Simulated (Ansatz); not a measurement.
Born–Oppenheimer molecular dynamics of C₂H₈OSi (12 atoms, charge 0, multiplicity 1). It starts at the highest image of a converged band. Of that band: Neighbouring images differ by up to 2.4 eV, so the band resolves the path poorly. A vibrational analysis at the climbing image gives one clearly imaginary mode, 1216i cm⁻¹: a first-order saddle point.

Method: RKS PBE-D4/def2-SVP in Ansatz.

```
ensemble                      : NVE (velocity Verlet)
time step                     : 0.5 fs
steps asked                   : 200
starting velocities drawn for : 100 K
seed                          : 10276
```

First frame:

```xyz
12
Properties=species:S:1:pos:R:3
Si -0.919 0.195 0.406
C 1.029 -0.797 0.787
O -1.672 0.199 -1.089
C -0.324 0.777 -1.406
H 0.649 0.058 -0.174
H -1.587 -0.883 1.240
H -0.776 1.445 1.222
H 2.080 -0.550 0.520
H 0.826 -1.851 0.525
H 0.922 -0.632 1.877
H -0.389 1.849 -1.690
H 0.160 0.190 -2.217
```

Task: How far do the bonds stretch over the last three quarters of this one trajectory? (Pairs bonded in most of those frames.)

Result: 
```tsv
bond	mean (Å)	spread (Å)	shortest	longest
Si1–C2	1.897	0.111	1.73	2.08
Si1–O3	1.736	0.032	1.70	1.79
Si1–H6	1.512	0.009	1.49	1.53
Si1–H7	1.536	0.033	1.47	1.59
C2–H8	1.112	0.010	1.09	1.13
C2–H9	1.111	0.020	1.08	1.15
C2–H10	1.114	0.027	1.07	1.17
O3–C4	1.458	0.020	1.41	1.50
C4–H5	1.185	0.145	0.94	1.39
C4–H11	1.123	0.033	1.05	1.19
C4–H12	1.119	0.026	1.07	1.17
```

Mean temperature of the second half: 1855 K. The conserved energy stayed within 0.98 meV per atom of its start (net change -0.7 meV per atom), so the integration is sound. The system heated up, since it started high on the potential surface and ran downhill. A run of 0.1 ps of so small a system gives no equilibrium averages. The orbitals stay closed-shell, which can raise the energy where a bond breaks towards radicals; this wasn't checked here.

Time of the run: 4.8 min on 2 threads of Arm Neoverse V2, on a shared host, peak memory 0.13 GiB.
